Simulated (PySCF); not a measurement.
**Manganese: a sound run and one with changed settings**

Sound run: Mn⁺ [Ar] 3d5 4s1, Mn²⁺ [Ar] 3d5. Computed with PySCF 2.14 in aug-cc-pVDZ (7s6p4d2f, 59 functions), with the non-relativistic Hamiltonian (point nucleus). In the sound run the correlated levels freeze [Ar]. The sound run starts from symmetry-adapted Hartree-Fock orbitals and uses a fine grid where one is needed.

Changed run: initial guess 1e, at most 50 SCF cycles.

```
species  method  sound run (hartree)  changed run (hartree)  converged
    Mn⁺     UHF          -1149.64794            -1149.64794        yes
    Mn⁺   B3LYP          -1150.75030            -1150.75030        yes
   Mn²⁺     UHF          -1149.10707            -1149.10707        yes
   Mn²⁺   B3LYP          -1150.16706            -1150.16706        yes
```

Here the plain start reaches the same solutions.
